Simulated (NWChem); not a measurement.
System: ZnH2; SMILES [ZnH2]

The following NWChem deck was run.

```
start job
memory heap 200 mb stack 900 mb global 1100 mb
geometry units angstroms noautoz
  Zn     0.000000     0.000000     0.000000
  H      0.000000     0.000000    -1.550130
  H      0.000000     0.000000     1.550130
end
basis spherical
  Zn library 3-21g
  H library 3-21g
end
dft
  xc xpbe96 cpbe96
  iterations 150
  mulliken
end
task dft energy
```

Parts of the log:

```
             Northwest Computational Chemistry Package (NWChem) 7.3.0
             --------------------------------------------------------

 ORDER OF PRIMARY AXIS IS BEING SET TO 4
 D4H symmetry detected

                             Geometry "geometry" -> ""
                             -------------------------

 Output coordinates in angstroms (scale by  1.889725989 to convert to a.u.)

  No.       Tag          Charge          X              Y              Z
 ---- ---------------- ---------- -------------- -------------- --------------
    1 Zn                  30.0000     0.00000000     0.00000000     0.00000000
    2 H                    1.0000     0.00000000     0.00000000    -1.55013000
    3 H                    1.0000     0.00000000     0.00000000     1.55013000

 Effective nuclear repulsion energy (a.u.)      20.6532507367

      Symmetry information
      --------------------

 Group name             D4h
 Group number             28
 Group order              16
 No. of unique centers     2

  pbe96 is a nonlocal functional; adding pw91lda local functional.

                                 NWChem DFT Module
                                 -----------------

 Summary of "ao basis" -> "ao basis" (spherical)
 ------------------------------------------------------------------------------
       Tag                 Description            Shells   Functions and Types
 ---------------- ------------------------------  ------  ---------------------
 Zn                          3-21g                  11       27   5s4p2d
 H                           3-21g                   2        2   2s

      Symmetry analysis of basis
      --------------------------

        a1g         9
        a1u         0
        a2g         0
        a2u         6
        b1g         2
        b1u         0
        b2g         2
        b2u         0
        eg          4
        eu          8

            General Information
            -------------------
          SCF calculation type: DFT
          Wavefunction type:  closed shell.
          No. of atoms     :     3
          No. of electrons :    32
           Alpha electrons :    16
            Beta electrons :    16
          Charge           :     0
          Spin multiplicity:     1
          Use of symmetry is: on ; symmetry adaption is: on
          Maximum number of iterations: 150
          AO basis - number of functions:    31
                     number of shells:    15
          Convergence on energy requested:  1.00D-06
          Convergence on density requested:  1.00D-05
          Convergence on gradient requested:  5.00D-04

              XC Information
              --------------
          PerdewBurkeErnzerhof Exchange Functional  1.000
            Perdew 1991 LDA Correlation Functional  1.000 local
           PerdewBurkeErnz. Correlation Functional  1.000 non-local

             Grid Information
             ----------------
          Grid used for XC integration:  medium
          Radial quadrature: Mura-Knowles
          Angular quadrature: Lebedev.
          Tag              B.-S. Rad. Rad. Pts. Rad. Cut. Ang. Pts.
          ---              ---------- --------- --------- ---------
          Zn                  1.35      112           8.0       590
          H                   0.35       45           8.0       434
          Grid pruning is: on
          Number of quadrature shells:   157
          Spatial weights used:  Erf1

      Superposition of Atomic Density Guess
      -------------------------------------

 Sum of atomic energies:       -1769.94086021

      Non-variational initial energy
      ------------------------------

 Total energy =   -1769.994759
 1-e energy   =   -2518.983621
 2-e energy   =     728.335611
 HOMO         =      -0.300685
 LUMO         =       0.044370

      Symmetry analysis of molecular orbitals - initial
      -------------------------------------------------

 !! scf_movecs_sym_adapt:    4 vectors were symmetry contaminated

  Symmetry fudging
  Numbering of irreducible representations:

     1 a1g         2 a1u         3 a2g         4 a2u         5 b1g
     6 b1u         7 b2g         8 b2u         9 eg         10 eu

  Orbital symmetries:

     1 a1g         2 a1g         3 a2u         4 eu          5 eu
     6 a1g         7 a2u         8 eu          9 eu         10 a1g
    11 eg         12 eg         13 b1g        14 b2g        15 a1g
    16 a2u        17 eu         18 eu         19 a1g        20 a2u
    21 a1g        22 eu         23 eu         24 a2u        25 a1g
    26 a2u

     ---------------------------------------------
      Total Density - Mulliken Population Analysis
     ---------------------------------------------

    Atom       Charge   Shell Charges
 -----------   ------   -------------------------------------------------------
    1 Zn  30    29.59   2.00  2.00  6.00  2.00  5.97  0.79  0.43  0.35  0.12  5.04  4.90
    2 H    1     1.20   0.40  0.81
    3 H    1     1.20   0.40  0.81

   convergence    iter        energy       DeltaE   RMS-Dens  Diis-err
 ---------------- ----- ----------------- --------- --------- ---------
 d= 0,ls=0.0,diis     1  -1771.3310160546 -1.79D+03  3.27D-02  8.09D-02
 d= 0,ls=0.0,diis     2  -1771.3571998349 -2.62D-02  7.02D-03  1.21D-01
 d= 0,ls=0.0,diis     3  -1771.3638574207 -6.66D-03  1.24D-03  3.10D-03
 d= 0,ls=0.0,diis     4  -1771.3640126126 -1.55D-04  3.07D-04  6.79D-05
 d= 0,ls=0.0,diis     5  -1771.3640233159 -1.07D-05  8.45D-05  7.13D-06
 d= 0,ls=0.0,diis     6  -1771.3640240558 -7.40D-07  9.69D-06  5.44D-08

         Total DFT energy =    -1771.364024055818
      One electron energy =    -2515.358473528506
           Coulomb energy =      794.880194856964
    Exchange-Corr. energy =      -71.538996120977
 Nuclear repulsion energy =       20.653250736701

 Numeric. integr. density =       32.000033419287

                  Occupations of the irreducible representations
                  ----------------------------------------------

                     irrep           alpha         beta
                     --------     --------     --------
                     a1g               5.0          5.0
                     a1u               0.0          0.0
                     a2g               0.0          0.0
                     a2u               3.0          3.0
                     b1g               1.0          1.0
                     b1u               0.0          0.0
                     b2g               1.0          1.0
                     b2u               0.0          0.0
                     eg                2.0          2.0
                     eu                4.0          4.0

                       DFT Final Molecular Orbital Analysis
                       ------------------------------------

 Vector   14  Occ=2.000000D+00  E=-2.570018D-01  Symmetry=b1g
              MO Center= -4.8D-17, -1.5D-18, -1.6D-29, r^2= 2.3D-01
   Bfn.  Coefficient  Atom+Function         Bfn.  Coefficient  Atom+Function
  ----- ------------  ---------------      ----- ------------  ---------------
    22      0.615810  1 Zn d  2              27      0.586216  1 Zn d  2

 Vector   15  Occ=2.000000D+00  E=-2.570008D-01  Symmetry=b2g
              MO Center=  9.9D-17, -7.4D-16,  2.8D-29, r^2= 2.3D-01
   Bfn.  Coefficient  Atom+Function         Bfn.  Coefficient  Atom+Function
  ----- ------------  ---------------      ----- ------------  ---------------
    18      0.615811  1 Zn d -2              23      0.586216  1 Zn d -2

 Vector   16  Occ=2.000000D+00  E=-2.484556D-01  Symmetry=a2u
              MO Center= -8.3D-17, -2.4D-17,  8.2D-15, r^2= 3.2D+00
   Bfn.  Coefficient  Atom+Function         Bfn.  Coefficient  Atom+Function
  ----- ------------  ---------------      ----- ------------  ---------------
    13      0.360967  1 Zn pz                29     -0.278287  2 H  s
    31      0.278287  3 H  s                 28     -0.224789  2 H  s
    30      0.224789  3 H  s                  9     -0.151140  1 Zn pz
    17      0.071813  1 Zn pz                 5      0.050435  1 Zn pz

 Vector   17  Occ=0.000000D+00  E=-5.048206D-02  Symmetry=eu
              MO Center= -2.7D-19, -4.5D-17, -1.2D-16, r^2= 5.1D+00
   Bfn.  Coefficient  Atom+Function         Bfn.  Coefficient  Atom+Function
  ----- ------------  ---------------      ----- ------------  ---------------
    15      0.506014  1 Zn px                11      0.487334  1 Zn px
    16     -0.226670  1 Zn py                12     -0.218302  1 Zn py
     7     -0.135209  1 Zn px                 8      0.060567  1 Zn py
     3      0.044476  1 Zn px

 Vector   18  Occ=0.000000D+00  E=-5.048206D-02  Symmetry=eu
              MO Center= -8.0D-18, -2.6D-17, -5.3D-17, r^2= 5.1D+00
   Bfn.  Coefficient  Atom+Function         Bfn.  Coefficient  Atom+Function
  ----- ------------  ---------------      ----- ------------  ---------------
    16      0.506014  1 Zn py                12      0.487334  1 Zn py
    15      0.226670  1 Zn px                11      0.218302  1 Zn px
     8     -0.135209  1 Zn py                 7     -0.060567  1 Zn px
     4      0.044476  1 Zn py

 Vector   19  Occ=0.000000D+00  E= 3.223057D-02  Symmetry=a1g
              MO Center=  2.9D-17,  9.4D-17, -7.4D-16, r^2= 4.7D+00
   Bfn.  Coefficient  Atom+Function         Bfn.  Coefficient  Atom+Function
  ----- ------------  ---------------      ----- ------------  ---------------
    14      1.024985  1 Zn s                 29     -0.719392  2 H  s
    31     -0.719392  3 H  s                 10      0.248457  1 Zn s
    20      0.240181  1 Zn d  0              25      0.205199  1 Zn d  0
    28     -0.162980  2 H  s                 30     -0.162980  3 H  s
     6     -0.080363  1 Zn s                  2      0.025536  1 Zn s

     ---------------------------------------------
      Total Density - Mulliken Population Analysis
     ---------------------------------------------

[...]
```

Level: PBE/3-21G. Geometry: optimised at PBE0/def2-SVP.
